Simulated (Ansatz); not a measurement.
`CB(C)[SiH2]F` + `O[SiH2][SiH2]S` → `CB(C)S` + `O[SiH2][SiH2][SiH2]F`  (redistribution)

Isolated molecules relaxed with PBE0-D4/def2-TZVP in Ansatz; ΔE leaves out vibrations. CBS: MP2 limit from def2 TZ/QZ plus the TZ coupled-cluster correction, frozen cores. DFT in def2-TZVPP. One conformer a species, not always the lowest.

`CB(C)[SiH2]F`:

Z-matrix (Å, degrees):
```
C
B 1 1.558
H 1 1.092 2 114.9
H 1 1.103 2 104.8 3 114.8
H 1 1.093 2 114.5 3 -129.0
C 2 1.561 1 121.1 3 148.1
Si 2 2.021 1 120.9 3 -32.4
H 6 1.092 2 116.3 1 156.0
H 6 1.094 2 113.6 1 27.5
H 6 1.103 2 104.7 1 -87.4
F 7 1.612 2 112.5 1 7.0
H 7 1.492 2 111.8 1 127.3
H 7 1.492 2 111.1 1 -112.9
```

`O[SiH2][SiH2]S`:

Cartesian coordinates in Å:
```
O 1.049 1.272 1.242
Si 1.303 0.024 0.192
Si -0.788 -0.970 -0.180
S -2.155 0.696 -0.318
H 0.185 1.689 1.172
H 2.309 -0.879 0.805
H 1.835 0.502 -1.118
H -1.287 -1.723 1.000
H -0.874 -1.839 -1.384
H -1.578 1.227 -1.411
```

`CB(C)S`:

Z-matrix (Å, degrees):
```
C
B 1 1.567
H 1 1.094 2 111.4
H 1 1.098 2 108.1 3 -115.7
H 1 1.091 2 115.1 3 124.3
C 2 1.568 1 121.3 3 40.5
S 2 1.796 1 122.3 3 -140.4
H 6 1.095 2 110.6 1 47.8
H 6 1.091 2 115.2 1 171.3
H 6 1.097 2 108.8 1 -67.8
H 7 1.344 2 99.1 1 2.1
```

`O[SiH2][SiH2][SiH2]F`:

Cartesian coordinates in Å:
```
O 1.129 -1.783 -0.239
Si -0.198 -1.315 -1.112
Si -1.172 0.382 0.172
Si 0.600 1.608 1.086
F 0.058 2.938 1.808
H 1.670 -2.492 -0.589
H -1.121 -2.461 -1.352
H 0.198 -0.784 -2.449
H -2.025 -0.185 1.253
H -2.014 1.248 -0.700
H 1.332 0.812 2.103
H 1.543 2.034 0.019
```

```json
{"level": "PBE-D4", "ΔE (eV)": "-0.62"}
{"level": "PBE0", "ΔE (eV)": "-0.62"}
{"level": "CCSD/def2-TZVPP", "ΔE (eV)": "-0.62"}
{"level": "CCSD(T)/def2-TZVPP", "ΔE (eV)": "-0.63"}
```

(1) What does CCSD(T)/CBS give? (Best estimate.)

Largest T1 diagnostic among the species: 0.013.

## Answers

(1) The calculation gave: -0.60 eV. The listed levels differ from it by -0.02, -0.02, -0.02, -0.03 eV.

In def2-TZVPP, CCSD(T) changes the Hartree–Fock value by −0.07 eV (the triples alone add −0.02 eV) and MP2 by −0.07 eV.
